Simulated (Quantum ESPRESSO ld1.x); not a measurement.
Problem. These are the eigenvalues of the occupied orbitals of an atom or ion with whole-number occupations (eV). Method: scalar-relativistic Kohn-Sham, LDA (Slater exchange, Perdew-Zunger correlation), spin-polarised, spherical densities, point nucleus; computed with ld1.x of Quantum ESPRESSO 7.5.

1s up: -48617.4
1s down: -48617.2
2s up: -8228.79
2s down: -8228.63
2p up: -7366.31
2p down: -7366.17
3s up: -2040.50
3s down: -2039.20
3p up: -1772.05
3p down: -1770.77
3d up: -1412.23
3d down: -1411.20
4s up: -628.617
4s down: -626.000
4p up: -538.198
4p down: -535.580
4d up: -411.839
4d down: -409.167
5s up: -273.830
4f up: -271.841

Which element is it, and in what charge state? The configuration may be excited. Open shells, if any, are filled with parallel spins first.

Solution. Z = 63, europium, charge +14: Eu14+ in [Kr] 4d10 4f2 5s1. The list shows which subshells hold electrons but not how many an open one holds; the 1s level, -1786.7 hartree, gives Z - s = 59.8 by -(Z - s)^2/2, which with screening and relativity narrows Z to a few neighbours, and the depths of the outer levels then fix element, charge and occupations together.
